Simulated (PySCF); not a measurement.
Species: RuF₆ (triplet state).
Cartesian coordinates in Å at the PBE0-D3(BJ)/def2-SVP level; atoms count from 1:
```
atom  x, y, z in Å
Ru1    0.0001    0.0001    0.0001
F2    -0.0267   -0.0028    1.8148
F3     0.0264    0.0026   -1.8147
F4     1.8147    0.0015   -0.0139
F5    -1.8146   -0.0015    0.0138
F6    -0.0017    1.8023    0.0030
F7     0.0018   -1.8021   -0.0031
```

Level of theory: PySCF 2.14.0, PBE0-D3(BJ)/def2-SVP geometry optimisation, gas phase, def2 core potentials past Kr.

Task: Which atoms are bound to Ru1, and at what distances?

Result: 6 atoms: F6 1.802 Å, F7 1.802 Å, F4 1.815 Å, F5 1.815 Å, F2 1.815 Å, F3 1.815 Å.

Task: List the angles at Ru1.

Result: 
| angle | degrees | distance of the outer atoms (Å) |
| --- | --- | --- |
| F6–Ru1–F7 | 180.0 | 3.60 |
| F4–Ru1–F5 | 180.0 | 3.63 |
| F2–Ru1–F3 | 180.0 | 3.63 |
| F2–Ru1–F4 | 91.3 | 2.60 |
| F3–Ru1–F5 | 91.3 | 2.59 |
| F3–Ru1–F6 | 90.0 | 2.56 |
| F4–Ru1–F6 | 90.0 | 2.56 |
| F2–Ru1–F7 | 90.0 | 2.56 |
| F5–Ru1–F7 | 90.0 | 2.56 |
| F2–Ru1–F6 | 90.0 | 2.56 |
| F5–Ru1–F6 | 90.0 | 2.56 |
| F4–Ru1–F7 | 90.0 | 2.56 |
| F3–Ru1–F7 | 90.0 | 2.56 |
| F3–Ru1–F4 | 88.7 | 2.54 |
| F2–Ru1–F5 | 88.7 | 2.54 |

Task: What is the shape at Ru1?

Result: Octahedral: the three widest angles are 180.0°, 180.0° and 180.0°, the others run from 88.7° to 91.3°. The Ru–F distances aren't all alike: 1.802 to 1.815 Å.

Charge 0, triplet. ⟨S²⟩ = 2.015 (exact for a triplet: 2.00). No frequency check.

Neither the SCF state along the optimisation nor the shape of the open-shell metal species was proved the lowest: other solutions of the same spin, or a structure of lower symmetry, can lie below.
